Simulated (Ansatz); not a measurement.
# Nudged elastic band run: CuSi16, charge +1

The input (input.yaml):

```yaml
crystal:
  lattice:
    - [0.0, 5.43, 5.43]
    - [5.43, 0.0, 5.43]
    - [5.43, 5.43, 0.0]
  atoms:
    - { symbol: Si, position: [0.00133044, -0.01153316, 0.00534376] }
    - { symbol: Si, position: [0.11819774, 0.1175401, 0.14159955] }
    - { symbol: Si, position: [-0.04269546, 0.02472154, 0.5092599] }
    - { symbol: Si, position: [0.11819951, 0.11756116, 0.6231866] }
    - { symbol: Si, position: [-0.00118527, 0.50777815, 0.00111466] }
    - { symbol: Si, position: [0.14314959, 0.61410855, 0.12164652] }
    - { symbol: Si, position: [-0.00121834, 0.50776276, 0.49284374] }
    - { symbol: Si, position: [0.11195082, 0.65327017, 0.6176447] }
    - { symbol: Si, position: [0.492216, -0.00401654, 0.01352822] }
    - { symbol: Si, position: [0.62864476, 0.11933718, 0.12627172] }
    - { symbol: Si, position: [0.49220897, -0.00402446, 0.49880127] }
    - { symbol: Si, position: [0.58567182, 0.13519862, 0.63981526] }
    - { symbol: Si, position: [0.51434599, 0.49341164, -0.00360943] }
    - { symbol: Si, position: [0.62670115, 0.62162285, 0.12832788] }
    - { symbol: Si, position: [0.48642453, 0.51267271, 0.50071536] }
    - { symbol: Si, position: [0.62668184, 0.62161982, 0.62388788] }
    - { symbol: Cu, position: [0.16191321, 0.28619473, 0.7761316] }
total_charge: 1
basis:
  ecutwfc: 420.0
kpoints:
  mp_grid: { grid: [2, 2, 2] }
hamiltonian:
  xc: pbe
  pseudopotentials: { kind: paw, azcp: { folder: soft_1 } }
scf:
  occupations: { method: fermi_dirac, width: 0.02 }
  lower_state_search: "off"
  max_iter: 98
neb:
  images: 4
  f_tol: 0.05
  max_iterations: 50
  order_check: false
  climbing: false
  final_atoms:
    - { symbol: Si, position: [-0.00050661, -0.00056048, 0.00511499] }
    - { symbol: Si, position: [0.1200028, 0.12041329, 0.13619612] }
    - { symbol: Si, position: [0.00471236, 0.00445155, 0.51026727] }
    - { symbol: Si, position: [0.12970936, 0.12965601, 0.63118031] }
    - { symbol: Si, position: [-0.01695476, 0.50303312, 0.007169] }
    - { symbol: Si, position: [0.11193468, 0.62692499, 0.12832905] }
    - { symbol: Si, position: [-0.00219929, 0.50208255, 0.50249108] }
    - { symbol: Si, position: [0.12387928, 0.63331081, 0.6171632] }
    - { symbol: Si, position: [0.50292943, -0.01631887, 0.00676555] }
    - { symbol: Si, position: [0.62687913, 0.11218745, 0.12823839] }
    - { symbol: Si, position: [0.50224584, -0.0022959, 0.50247062] }
    - { symbol: Si, position: [0.63341862, 0.12410777, 0.61699454] }
    - { symbol: Si, position: [0.48574962, 0.48590135, -0.0110715] }
    - { symbol: Si, position: [0.61516042, 0.61590906, 0.10121243] }
    - { symbol: Si, position: [0.50794074, 0.50769204, 0.47250604] }
    - { symbol: Si, position: [0.62537182, 0.62529497, 0.61184617] }
    - { symbol: Cu, position: [0.34801255, 0.34866459, 0.83899081] }
```

Run as:

```bash
$ ansatz run input.yaml --threads 1 --pin off --max-ram 3072MiB --backend cpu --events-out ev --progress --plain --runs-dir out
```

Output, in part (warnings, iteration lines):

```
NEB end point (image 0): max|allowed force component| = 2.760e-2 eV/Å (the criterion of neb.relax_end_points is 1.000e-2)
NEB end point (image 5): max|allowed force component| = 1.249e-2 eV/Å (the criterion of neb.relax_end_points is 1.000e-2)
NEB iter   1: max|band force component| = 2.156e0 eV/Å  barrier→ = 0.4258 eV  barrier← = 0.4260 eV  Δτ_max = 0.0848 Å  (57 SCF iters)
NEB iter   2: max|band force component| = 1.315e0 eV/Å  barrier→ = 0.1749 eV  barrier← = 0.1752 eV  Δτ_max = 0.1216 Å  (32 SCF iters)
NEB iter   3: max|band force component| = 4.199e-1 eV/Å  barrier→ = 0.0460 eV  barrier← = 0.0462 eV  Δτ_max = 0.0590 Å  (32 SCF iters)
NEB iter   4: max|band force component| = 1.414e-1 eV/Å  barrier→ = 0.0364 eV  barrier← = 0.0366 eV  Δτ_max = 0.0685 Å  (24 SCF iters)
NEB iter   5: max|band force component| = 6.468e-2 eV/Å  barrier→ = 0.0371 eV  barrier← = 0.0373 eV  Δτ_max = 0.0647 Å  (25 SCF iters)
NEB iter   6: max|band force component| = 5.262e-2 eV/Å  barrier→ = 0.0384 eV  barrier← = 0.0386 eV  Δτ_max = 0.1975 Å  (24 SCF iters)
NEB iter   7: max|band force component| = 1.624e-1 eV/Å  barrier→ = 0.0481 eV  barrier← = 0.0483 eV  Δτ_max = 0.1007 Å  (31 SCF iters)
NEB iter   8: max|band force component| = 4.375e-2 eV/Å  barrier→ = 0.0417 eV  barrier← = 0.0419 eV  Δτ_max = 0.0000 Å  (28 SCF iters)
```

The run converged. No image climbed, so the highest image needn't sit at the top of the path. Limits of this set-up: coarse k mesh, charged cell in a uniform background, uncorrected.

Final band (atoms are numbered from 1 in the order of the input):

```json
{"image": "0", "path coordinate (Å)": "0.00", "energy (eV)": "0.000", "Si1–Cu17 (Å)": "2.54", "Si4–Cu17 (Å)": "2.35", "Si7–Cu17 (Å)": "2.47"}
{"image": "1", "path coordinate (Å)": "0.54", "energy (eV)": "0.009", "Si1–Cu17 (Å)": "2.88", "Si4–Cu17 (Å)": "2.40", "Si7–Cu17 (Å)": "2.51"}
{"image": "2", "path coordinate (Å)": "1.08", "energy (eV)": "0.007", "Si1–Cu17 (Å)": "3.03", "Si4–Cu17 (Å)": "2.53", "Si7–Cu17 (Å)": "2.82"}
{"image": "3", "path coordinate (Å)": "1.63", "energy (eV)": "0.013", "Si1–Cu17 (Å)": "3.22", "Si4–Cu17 (Å)": "2.87", "Si7–Cu17 (Å)": "3.22"}
{"image": "4", "path coordinate (Å)": "2.17", "energy (eV)": "0.042", "Si1–Cu17 (Å)": "3.61", "Si4–Cu17 (Å)": "3.44", "Si7–Cu17 (Å)": "3.62"}
{"image": "5", "path coordinate (Å)": "2.72", "energy (eV)": "0.000", "Si1–Cu17 (Å)": "4.04", "Si4–Cu17 (Å)": "4.05", "Si7–Cu17 (Å)": "4.00"}
```

Time of the run: 4.9 min on 1 thread of Arm Neoverse V1 (shared host), peak memory 0.81 GiB.
